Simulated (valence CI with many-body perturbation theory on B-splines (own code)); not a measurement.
## Energy levels of Pd32+

Computed by relativistic CI+MBPT: four valence electrons over a frozen Dirac-Fock core [Ne], radial functions for each j: 11 s, 11 p, 10 d, 8 f, 5 g, 2 h, with the one-electron correlation potential Σ1 (screened to all orders), the two-electron term Σ2, the three-electron term Σ3, Breit, model QED; selected single and double excitations, second order for the rest, scaled by the run's own slope (own B-spline code, finite nucleus).

The last digits are not significant, and no measured levels were compared; by estimate large intervals hold to a few tenths of a per cent, small ones and those within an open d or f shell to about a per cent. Among the levels kept, up to 700 cm⁻¹ of a level comes from second order outside the variational space, and about a tenth of that is noise between levels of different J, which matters for small intervals.

Levels 46 to 90 of 177, with energies above the lowest level, 3s²3p² ³P_0. "Leading %" is the weight of the configuration and term that name the level; weights of strongly mixed levels are sums over their largest components and can fall short, so below about 35 % the name and the second component can differ from the true leading terms, or belong to a minority configuration. In the jj column 3d3/2^4 stands for four electrons in 3d with j = 3/2. Lifetimes count E1, E2, E3, M1 and M2 decay at the calculated energies, and are blank where another channel may lead or the interval is too uncertain; long ones can be off by a factor of two.

```tsv
No.	Configuration	Term	J	E (cm⁻¹)	Leading %	g	Lifetime	Leading jj
46	3s3p²3d	⁵P	1	2260300	67	2.196	4.91 ps	3s 3p1/2 3p3/2 3d3/2 (80 %)
47	3s3p²3d	⁵D	3	2267500	38	1.338	14.5 ps	3s 3p1/2 3p3/2 3d5/2 (65 %)
48	3s3p²3d	³P	2	2303600	25	1.293	6.20 ps	3s 3p1/2 3p3/2 3d5/2 (54 %)
49	3s3p²3d	³G	3	2307100	60	0.862	10.5 ps	3s 3p1/2 3p3/2 3d3/2 (93 %)
50	3s3p²3d	³D	1	2318100	27	0.884	4.65 ps	3s 3p1/2 3p3/2 3d3/2 (50 %)
51	3s3p²3d	¹G	4	2337600	44	1.162	33.8 ps	3s 3p1/2 3p3/2 3d5/2 (52 %)
52	3s3p²3d	³D	3	2369500	52	1.208	6.36 ps	3s 3p1/2 3p3/2 3d5/2 (56 %)
53	3s3p²3d	³D	1	2386800	74	0.714	3.94 ps	3s 3p1/2 3p3/2 3d3/2 (84 %)
54	3s3p²3d	³G	4	2388300	63	1.101	13.8 ps	3s 3p1/2 3p3/2 3d5/2 (80 %)
55	3s3p²3d	³F	3	2400200	30	1.082	8.61 ps	3s 3p1/2 3p3/2 3d5/2 (76 %)
56	3s3p²3d	³P	0	2410000	81		6.89 ps	3s 3p1/2 3p3/2 3d3/2 (47 %)
57	3s3p²3d	³D	1	2410800	71	0.690	11.0 ps	3s 3p1/2 3p3/2 3d5/2 (81 %)
58	3s3p²3d	³P	0	2442000	66		6.94 ps	3s 3p3/2^2 3d5/2 (49 %)
59	3s3p²3d	³F	2	2451700	48	0.871	3.58 ps	3s 3p1/2 3p3/2 3d3/2 (56 %)
60	3s3p²3d	³D	2	2460000	30	1.076	6.86 ps	3s 3p1/2 3p3/2 3d5/2 (51 %)
61	3s3p²3d	³P	1	2463900	45	1.457	7.35 ps	3s 3p1/2 3p3/2 3d5/2 (74 %)
62	3s3p²3d	³F	4	2468200	37	1.279	37.9 ps	3s 3p3/2^2 3d5/2 (71 %)
63	3s3p²3d	³F	3	2478600	40	1.145	5.19 ps	3s 3p1/2 3p3/2 3d5/2 (66 %)
64	3s3p²3d	³D	2	2493400	59	1.164	4.82 ps	3s 3p1/2 3p3/2 3d5/2 (45 %)
65	3s3p²3d	³D	2	2501900	50	1.225	4.55 ps	3s 3p1/2 3p3/2 3d5/2 (45 %)
66	3s3p²3d	³D	1	2503800	22	1.289	3.68 ps	3s 3p3/2^2 3d3/2 (50 %)
67	3s3p²3d	³D	3	2520400	43	1.300	4.72 ps	3s 3p3/2^2 3d3/2 (55 %)
68	3s3p²3d	³G	5	2532000	71	1.253	31.2 ps	3s 3p3/2^2 3d5/2 (85 %)
69	3s3p²3d	³P	2	2545200	20	1.273	4.10 ps	3s 3p3/2^2 3d3/2 (26 %)
70	3s3p²3d	¹S	0	2553600	54		9.30 ps	3p3/2^4 (28 %)
71	3s3p²3d	¹P	1	2554200	33	1.345	4.21 ps	3s 3p3/2^2 3d3/2 (38 %)
72	3s3p²3d	³F	4	2587900	58	1.176	5.88 ps	3s 3p3/2^2 3d3/2 (65 %)
73	3s3p²3d	³D	3	2668800	47	1.187	9.39 ps	3s 3p3/2^2 3d5/2 (81 %)
74	3s²3d²	³F	2	2671800	26	0.988	3.28 ps	3s^2 3d3/2^2 (43 %)
75	3s3p²3d	³P	0	2675000	61		2.29 ps	3s 3p3/2^2 3d3/2 (40 %)
76	3s3p²3d	³S	1	2677900	41	1.607	5.78 ps	3s 3p3/2^2 3d5/2 (76 %)
77	3s²3d²	³F	2	2681200	22	1.164	3.72 ps	3s 3p3/2^2 3d5/2 (32 %)
78	3s3p²3d	¹P	1	2712800	40	0.929	2.82 ps	3s 3p3/2^2 3d3/2 (55 %)
79	3s²3d²	³F	3	2718300	37	1.171	3.60 ps	3s^2 3d3/2 3d5/2 (37 %)
80	3s3p²3d	³F	4	2719600	74	1.200	4.72 ps	3s 3p3/2^2 3d5/2 (73 %)
81	3s3p²3d	³D	3	2745100	75	1.280	5.06 ps	3s 3p3/2^2 3d5/2 (80 %)
82	3s3p²3d	³P	2	2746000	19	1.139	3.32 ps	3s 3p3/2^2 3d3/2 (38 %)
83	3s3p²3d	³D	1	2777700	85	0.619	3.25 ps	3s 3p3/2^2 3d3/2 (80 %)
84	3s3p²3d	³D	2	2798000	36	0.982	3.03 ps	3s 3p3/2^2 3d3/2 (47 %)
85	3s²3d²	³F	3	2808600	30	1.094	2.74 ps	3s 3p3/2^2 3d3/2 (40 %)
86	3s²3d²	³P	0	2814800	58		2.19 ps	3s^2 3d3/2^2 (65 %)
87	3s3p²3d	¹D	2	2818800	54	1.047	4.54 ps	3s 3p3/2^2 3d5/2 (66 %)
88	3s²3d²	³F	4	2820500	69	1.234	3.44 ps	3s^2 3d5/2^2 (44 %)
89	3s²3d²	³P	1	2837400	53	1.446	2.31 ps	3s^2 3d3/2 3d5/2 (53 %)
90	3s²3d²	³P	2	2866100	32	1.239	2.31 ps	3s 3p3/2^2 3d3/2 (38 %)
```

Names give the largest LS component (configuration and term), which can be under half, so a name can repeat, a term be missing and a line seem to break the LS rules; names also repeat where a configuration has a term twice.

Where two levels of one J and parity lie close, their mixing, g and order are uncertain.
